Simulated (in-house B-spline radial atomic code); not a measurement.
Results of a calculation; reference values are marked as such.
Making a Troullier-Martins s channel for Mo, r_c = 3.06 bohr

Mo, [Kr] 4d5 5s1, non-relativistic PBE, spherical and spin-unpolarised, from a B-spline radial code for spherical atoms (atomic units). The all-electron 5s level is ε = -0.139457 hartree, its outermost node lies just inside 1.40 bohr and its outer maximum at 3.06 bohr.

Inside r_c the pseudo-orbital is u(r) = r^1 exp(p(r)), with p = c0 + c2 r² + c4 r⁴ + … + c12 r¹². The seven coefficients follow from p and its first four derivatives at r_c, from zero curvature of the screened potential at the origin, c4 = −c2²/(2l + 5), and from the norm inside r_c. At r_c the all-electron orbital has P = 0.5742582, P' = -0.002047692, the screened potential V = -0.3389776, V' = 0.2414404, V'' = -0.2747857, and the norm inside is Q = 0.3537956.

**Question.** What are p, p' and p'' at r_c?

**Answer.** p = ln(P/r_c^1) = ln(0.5742582/3.06) = -1.67309. p' = P'/P − 1/r_c = -0.00357 − 0.32680 = -0.33036. The radial equation gives p'' = 2(V − ε) − 2(1) p'/r_c − p'² = -0.39904 − (-0.21592) − 0.10914 = -0.29226. Differentiating, p''' = 2V' + 2(1)p'/r_c² − 2(1)p''/r_c − 2p'p'' = 0.41023, and p'''' = 2V'' − 4(1)p'/r_c³ + 4(1)p''/r_c² − 2(1)p'''/r_c − 2p''² − 2p'p''' = -0.7962.

For a trial c2 the five matching conditions are linear in c0, c6, c8, c10 and c12, and c2 is varied until the norm inside r_c equals Q. The root nearest zero gives:

```json
{"n": "0", "c_n": "-2.573521"}
{"n": "2", "c_n": "0.3955627"}
{"n": "4", "c_n": "-0.03129397"}
{"n": "6", "c_n": "-0.005135705"}
{"n": "8", "c_n": "0.001026439"}
{"n": "10", "c_n": "-6.624792e-05"}
{"n": "12", "c_n": "1.535064e-06"}
```

**Question.** Check c4 and p(r_c), and find the screened pseudopotential at the origin.

**Answer.** −c2²/5 = -0.031294, as listed. The terms c_n r_c^n are -2.57352, 3.70389, -2.74376, -4.21627, 7.89050, -4.76855, 1.03463, which sum to -1.67309. Inverting the radial equation, V_l(r) = ε + 1 p'/r + (p'' + p'²)/2, so V_l(0) = ε + (2l + 3) c2 = -0.139457 + 3 × (0.395563) = 1.0472 hartree, finite where the all-electron potential diverges.

Orbitals and screened potentials:

| r (bohr) | P | u | V all-electron | V pseudo |
| --- | --- | --- | --- | --- |
| 0.306 | 0.1562 | 0.02421 | -52.26 | 1.045 |
| 0.765 | -0.2337 | 0.07269 | -9.083 | 0.9812 |
| 1.224 | -0.1117 | 0.1554 | -3.261 | 0.6771 |
| 1.683 | 0.2114 | 0.2878 | -1.462 | 0.0831 |
| 2.142 | 0.4369 | 0.4417 | -0.7859 | -0.4358 |
| 2.601 | 0.5461 | 0.5458 | -0.4889 | -0.4916 |
| 3.06 | 0.5743 | 0.5743 | -0.339 | -0.339 |

Logarithmic derivatives P'/P at R = 3.36 bohr, for energies E around ε:

| E − ε (hartree) | all-electron | pseudo |
| --- | --- | --- |
| -0.5 | 0.784606 | 0.779307 |
| -0.25 | 0.433225 | 0.430568 |
| -0.1 | 0.145328 | 0.14461 |
| 0 | -0.104963 | -0.104964 |
| 0.1 | -0.434961 | -0.436715 |
| 0.25 | -1.23554 | -1.26341 |
| 0.5 | -8.61076 | -12.5299 |

**Question.** With P(R) = 0.56451 and a norm of 0.451546 inside R, what slope in energy does norm conservation fix?

**Answer.** d(P'/P)/dE = −2 × (norm inside R)/P(R)² = -2.8339 per hartree·bohr at E = ε, for both atoms, since orbital and norm agree at R. Differences over ±0.1 hartree give -2.9014 (all-electron) and -2.9066 (pseudo), which also hold third-order terms. Half a hartree below ε the two curves differ by -0.0053.
